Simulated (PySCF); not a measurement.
# C₅H₆O₂: calculation and literature

Geometry (Å), atoms numbered from 1 in this order:
```xyz
13

C    -3.0144   -0.3168    0.3368
C    -1.8402    0.2970    0.2276
O    -0.6765   -0.4191    0.2758
C     0.4969    0.2476    0.1416
O     0.5752    1.4375   -0.0076
C     1.6306   -0.6987    0.2050
C     2.8852   -0.2553    0.1034
H    -3.0802   -1.3991    0.4668
H    -3.9335    0.2681    0.2955
H    -1.7031    1.3728    0.0948
H     1.3866   -1.7555    0.3364
H     3.0761    0.8140   -0.0272
H     3.7387   -0.9355    0.1467
```

PySCF 2.14.0 with density-fitted response routines calculation with geometry from PBE0-D3(BJ)/def2-SVP, HF/pcSseg-2 with gauge-including orbitals and J: B3LYP/pcJ-1 (without the spin–dipole term); one computed conformer, relativity neglected, no solvent model.

Reference values: measured (solution, not stated per compound (mostly CDCl3 or CCl4); Pretsch, Buehlmann, Badertscher, Structure Determination of Organic Compounds, 4th ed. (2009)).
```json
{"atoms": "H10", "quantity": "δ ¹H", "reference": "7.39", "computed": "7.92"}
{"atoms": "H8", "quantity": "δ ¹H", "reference": "4.96", "computed": "5.12"}
{"atoms": "H9", "quantity": "δ ¹H", "reference": "4.62", "computed": "4.69"}
```

Computed shifts are σ(ref) − σ with the named reference compound (TMS for H and C) calculated as an isolated molecule at the same level.

Coupling constants in Hz:
| coupling | reference | computed | source |
| --- | --- | --- | --- |
| ³J(H10,H9) cis | 6.4 | 7.7 | measured; solution (compiled); Pretsch, Buehlmann, Badertscher, Structure Determination of Organic Compounds, 4th ed., Springer 2009 |
| ³J(H10,H8) trans | 14.2 | 15.6 | measured; solution (compiled); Pretsch, Buehlmann, Badertscher, Structure Determination of Organic Compounds, 4th ed., Springer 2009 |
| ²J(H8,H9) | -1.6 | -0.6 | measured; solution (compiled); Pretsch, Buehlmann, Badertscher, Structure Determination of Organic Compounds, 4th ed., Springer 2009 |

How far are the unscaled ¹H shifts from the references?

Answers

Mean signed difference +0.25 ppm, mean absolute 0.25 ppm over 3 comparisons; the largest is +0.53 ppm at H10 (hydrogen on an alkene carbon bearing oxygen).

Unscaled 3J(H,H) at this level run about 10 % above measured values.
